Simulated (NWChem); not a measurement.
Program: NWChem. System: C$_{4}$H$_{5}$Cl, charge 0, spin multiplicity 1, at a geometry optimised with B3LYP/def2-SVP. The structure started from a generated list of species. Level: RHF/def2-TZVP.

Input file:

```
start mol
memory heap 200 mb stack 800 mb global 1000 mb
geometry units angstroms nocenter noautoz noautosym
  C     -2.736124    -0.011682     0.692542
  C     -1.736303    -0.301551    -0.396048
  C     -0.447131    -0.481015    -0.224432
  C      0.834976    -0.672617    -0.051243
  Cl     2.022309     0.625068    -0.102425
  H     -2.257481     0.047746     1.680048
  H     -3.254689     0.942211     0.495789
  H     -3.512109    -0.795681     0.724505
  H     -2.130347    -0.366934    -1.421225
  H      1.282863    -1.652312     0.137190
end
basis spherical
  * library def2-tzvp
end
scf
  rhf
  nopen 0
  maxiter 100
  thresh 1e-7
  semidirect memsize 60000000 filesize 0
end
task scf energy
```

Part of the output:

```
             Northwest Computational Chemistry Package (NWChem) 7.3.0
             --------------------------------------------------------

                                NWChem Input Module
                                -------------------

 Scaling coordinates for geometry "geometry" by  1.889725989
 (inverse scale =  0.529177249)

                             Geometry "geometry" -> ""
                             -------------------------

 Output coordinates in angstroms (scale by  1.889725989 to convert to a.u.)

  No.       Tag          Charge          X              Y              Z
 ---- ---------------- ---------- -------------- -------------- --------------
    1 C                    6.0000    -2.73612400    -0.01168200     0.69254200
    2 C                    6.0000    -1.73630300    -0.30155100    -0.39604800
    3 C                    6.0000    -0.44713100    -0.48101500    -0.22443200
    4 C                    6.0000     0.83497600    -0.67261700    -0.05124300
    5 Cl                  17.0000     2.02230900     0.62506800    -0.10242500
    6 H                    1.0000    -2.25748100     0.04774600     1.68004800
    7 H                    1.0000    -3.25468900     0.94221100     0.49578900
    8 H                    1.0000    -3.51210900    -0.79568100     0.72450500
    9 H                    1.0000    -2.13034700    -0.36693400    -1.42122500
   10 H                    1.0000     1.28286300    -1.65231200     0.13719000

 Effective nuclear repulsion energy (a.u.)     181.5886184917

            Nuclear Dipole moment (a.u.)
            ----------------------------
        X                 Y               Z
 ---------------- ---------------- ----------------
    -0.0000037795    -0.0000075589    -0.0000075589


 Summary of "ao basis" -> "" (spherical)
 ------------------------------------------------------------------------------
       Tag                 Description            Shells   Functions and Types
 ---------------- ------------------------------  ------  ---------------------
 *                         def2-tzvp                  on all atoms
[...]
   Bfn.  Coefficient  Atom+Function         Bfn.  Coefficient  Atom+Function
  ----- ------------  ---------------      ----- ------------  ---------------
     5      0.943814   1 C  s                44     -0.782084   2 C  py
    75      0.489501   3 C  py              129     -0.487993   5 Cl s
   176     -0.484390   8 H  s                74      0.473164   3 C  px
   142      0.379680   5 Cl px               98     -0.363881   4 C  s
   105      0.362456   4 C  px              188      0.331288  10 H  s

 Vector   25  Occ=0.000000D+00  E= 1.261959D-01
              MO Center= -1.9D+00, -2.1D-01,  2.3D-02, r^2= 7.9D+00
   Bfn.  Coefficient  Atom+Function         Bfn.  Coefficient  Atom+Function
  ----- ------------  ---------------      ----- ------------  ---------------
     5      5.274435   1 C  s               170     -1.576819   7 H  s
   176     -1.553721   8 H  s               182     -1.372440   9 H  s
   164     -1.280466   6 H  s                45     -1.265619   2 C  pz
    43      0.676429   2 C  px               74      0.542103   3 C  px
    67     -0.494521   3 C  s                 4     -0.457553   1 C  s

 Vector   26  Occ=0.000000D+00  E= 1.647184D-01
              MO Center= -1.8D-01, -8.8D-01,  3.3D-01, r^2= 7.7D+00
   Bfn.  Coefficient  Atom+Function         Bfn.  Coefficient  Atom+Function
  ----- ------------  ---------------      ----- ------------  ---------------
     5      4.126764   1 C  s               188     -1.940009  10 H  s
    74      1.326974   3 C  px              170     -1.270415   7 H  s
   176     -1.252483   8 H  s               164     -1.216345   6 H  s
   106     -1.133210   4 C  py               97      0.993807   4 C  s
    66     -0.980676   3 C  s               105      0.938650   4 C  px

 center of mass
 --------------
 x =   0.25238067 y =   0.05188285 z =  -0.03656507

 moments of inertia (a.u.)
 ------------------
         148.557783470882        -159.474788585826          91.405100697135
        -159.474788585826        1167.672900441030          -4.002647100702
          91.405100697135          -4.002647100702        1214.215951760980

  Mulliken analysis of the total density
  --------------------------------------

    Atom       Charge   Shell Charges
 -----------   ------   -------------------------------------------------------
    1 C    6     6.27   0.85  1.12  0.47  0.67  0.07  1.25  1.39  0.36  0.02  0.05  0.00
    2 C    6     6.12   0.85  1.12  0.49  0.51  0.19  1.23  1.31  0.30  0.02  0.08  0.01
    3 C    6     6.04   0.86  1.12  0.52  0.68  0.03  1.21  1.29  0.21  0.02  0.10  0.01
    4 C    6     6.13   0.85  1.12  0.49  0.52  0.20  1.20  1.34  0.28  0.02  0.10  0.01
    5 Cl  17    17.12   2.01  0.45  1.52  1.09  0.84  4.18  1.69  1.07  2.79  1.41  0.02  0.04  0.01
    6 H    1     0.87   0.26  0.49  0.10  0.02
    7 H    1     0.88   0.26  0.49  0.11  0.02
    8 H    1     0.88   0.26  0.49  0.11  0.02
    9 H    1     0.86   0.26  0.49  0.09  0.02
   10 H    1     0.83   0.26  0.48  0.07  0.02

       Multipole analysis of the density wrt the origin
       ------------------------------------------------

     L   x y z        total         open         nuclear
     -   - - -        -----         ----         -------
     0   0 0 0     -0.000000      0.000000     46.000000

     1   1 0 0     -0.884158      0.000000     -0.000004
     1   0 1 0     -0.387254      0.000000     -0.000008
     1   0 0 1      0.055234      0.000000     -0.000008

     2   2 0 0    -25.672380      0.000000    614.662736
     2   1 1 0     -1.317932      0.000000     75.083543
     2   1 0 1      0.516343      0.000000    -54.160184
     2   0 2 0    -27.589676      0.000000     55.991240
     2   0 1 1     -0.077297      0.000000      2.499289
     2   0 0 2    -28.046116      0.000000     35.521756

 Task  times  cpu:      134.3s     wall:      134.3s

 Total times  cpu:      134.3s     wall:      134.3s
```
